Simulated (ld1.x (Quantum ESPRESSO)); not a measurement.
# Configuration tests for F (Z = 9) (ultrasoft)

```
Element                 : fluorine
Generator               : ld1.x (Quantum ESPRESSO) 7.5
Type                    : ultrasoft
Functional              : LDA (PZ)
Relativity              : scalar-relativistic
Frozen core             : [He]
Valence charge          : 7
Reference configuration : 2s2 2p3 (charge +2)
Partial waves           : 2s (bound): rcut 0.60, rcutus 0.80 bohr; 2s channel at -4.25 Ry: rcut 0.60, rcutus 0.80 bohr; 2p (bound): rcut 1.20, rcutus 1.45 bohr; 2p channel at -0.2 Ry: rcut 1.20, rcutus 1.45 bohr
Local potential         : all-electron potential smoothed inside 0.90 bohr (lloc = -2)
Core correction         : none
Augmentation charge     : built from norm-conserving waves at rcut, not smoothed further
```

Energies are relative to the spin-unpolarised reference configuration 2s2 2p3; without spin polarisation the order of configurations can differ from experiment. Spin-polarised rows fill each open shell by Hund’s rule, majority spin first. The frozen-core shift is the all-electron ΔE with the core orbitals held at their reference shape minus the fully relaxed ΔE.

(1) Give the all-electron excitation energy and the error of the potential for: 2s2 2p5; 2s2 2p4; 2s2 2p2; 2s1 2p6; 2s2 2p5.3; 2s1 2p5; 2s2 2p4.5; 2s2 2p3 (spin-polarised); 2s2 2p5 (spin-polarised).

Levels in the configuration 2s2 2p3 (spin-polarised):

| level | all-electron (eV) | pseudo (eV) |
| --- | --- | --- |
| 2s up | -69.874 | -70.322 |
| 2p up | -51.518 | -51.945 |
| 2s down | -63.248 | -62.979 |

A Bessel basis up to 400 Ry misses an occupied level by 0.56 Ry, so cutoffs and ghosts were not judged.

Answers

(1)

| valence configuration | charge | ΔE all-electron (eV) | error AE − PS (meV) | frozen-core shift (meV) |
| --- | --- | --- | --- | --- |
| 2s2 2p5 | 0 | -58.067 | -1673 | +0.9 |
| 2s2 2p4 | +1 | -38.512 | -434 | +0.4 |
| 2s2 2p2 | +3 | 60.732 | -208 | +1.5 |
| 2s1 2p6 | 0 | -39.677 | -1941 | +0.9 |
| 2s2 2p5.3 | -0.3 | -60.793 | -2089 | +0.9 |
| 2s1 2p5 | +1 | -19.857 | -501 | +0.6 |
| 2s2 2p4.5 | +0.5 | -50.437 | -986 | +0.7 |
| 2s2 2p3 (spin-polarised) | +2 | -5.101 | +448 | +5.9 |
| 2s2 2p5 (spin-polarised) | 0 | -58.447 | -1626 | +1.2 |
